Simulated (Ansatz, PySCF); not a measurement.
GeI2, SMILES [I][Ge][I] (connectivity only; charge and spin as stated), neutral, multiplicity 1. Atoms are numbered in the order given.

```xyz
3

Ge     0.0000     0.0000     1.2279
I      0.0000     2.0072    -0.3709
I      0.0000    -2.0072    -0.3709
```

The structure is a stationary point at r2SCAN-D4/def2-SVP. The isomer is the one that the SMILES or the coordinates give; other isomers of the formula were not compared. The def2 effective core potentials stand for the cores of I; spin–orbit coupling is left out.

Two levels are set side by side: PBE-D3(BJ)/def2-SVP (Ansatz, a first-principles code) and r2SCAN-D4/def2-SVP (Ansatz). Each level has its own optimised geometry; the coordinates shown are those of the second. Frequencies come from the Hessian of PySCF at each geometry. Differences are taken from unrounded values.

```json
[
 {"quantity": "mean bond length (Å)", "r2SCAN-D4": "2.566"},
 {"quantity": "bond Ge1–I2 (Å)", "r2SCAN-D4": "2.566"},
 {"quantity": "bond Ge1–I3 (Å)", "r2SCAN-D4": "2.566"},
 {"quantity": "highest harmonic wavenumber (cm⁻¹)", "r2SCAN-D4": "232"},
 {"quantity": "mean harmonic wavenumber (cm⁻¹)", "r2SCAN-D4": "180"},
 {"quantity": "zero-point energy (kcal/mol)", "r2SCAN-D4": "0.77"}
]
```

**Question.** What does PBE-D3(BJ) give, and how far is it from r2SCAN-D4? (Estimate from the structure and the level; the computed values follow.)

**Answer.** 
```
quantity                            PBE-D3(BJ)  PBE-D3(BJ) minus r2SCAN-D4
----------------------------------  ----------  --------------------------
mean bond length (Å)                     2.585                       0.019
bond Ge1–I2 (Å)                          2.585                       0.019
bond Ge1–I3 (Å)                          2.585                       0.019
highest harmonic wavenumber (cm⁻¹)         227                          -6
mean harmonic wavenumber (cm⁻¹)            174                          -6
zero-point energy (kcal/mol)              0.75                       -0.02
```
